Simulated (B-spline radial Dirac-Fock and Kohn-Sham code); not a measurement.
X-ray form factors of antimony in several charge states

Model: configuration-average Dirac-Fock orbitals. Program: a radial atomic solver.

Configurations: Sb⁴⁴⁺ [He] 2s2 2p3; Sb⁴⁷⁺ [He] 2s2; Sb⁴⁸⁺ [He] 2s1; Sb⁴⁹⁺ 1s2; Sb⁵⁰⁺ 1s1. The first column is f₀ of Sb⁴⁴⁺, the others are differences from it.

| s (Å⁻¹) | Sb⁴⁴⁺ | Δ Sb⁴⁷⁺ | Δ Sb⁴⁸⁺ | Δ Sb⁴⁹⁺ | Δ Sb⁵⁰⁺ |
| --- | --- | --- | --- | --- | --- |
| 0 | 7.000 | -3.000 | -4.000 | -5.000 | -6.000 |
| 0.1 | 6.995 | -2.997 | -3.996 | -4.995 | -5.995 |
| 0.2 | 6.979 | -2.989 | -3.984 | -4.979 | -5.979 |
| 0.3 | 6.952 | -2.974 | -3.964 | -4.954 | -5.953 |
| 0.4 | 6.916 | -2.955 | -3.936 | -4.918 | -5.917 |
| 0.5 | 6.869 | -2.929 | -3.901 | -4.873 | -5.871 |
| 0.7 | 6.746 | -2.864 | -3.808 | -4.754 | -5.750 |
| 0.9 | 6.588 | -2.778 | -3.688 | -4.600 | -5.594 |
| 1.1 | 6.397 | -2.676 | -3.545 | -4.416 | -5.406 |
| 1.4 | 6.061 | -2.496 | -3.291 | -4.092 | -5.076 |

Values without a named source are computed, but for edge energies of neutral atoms, which are taken from tables.
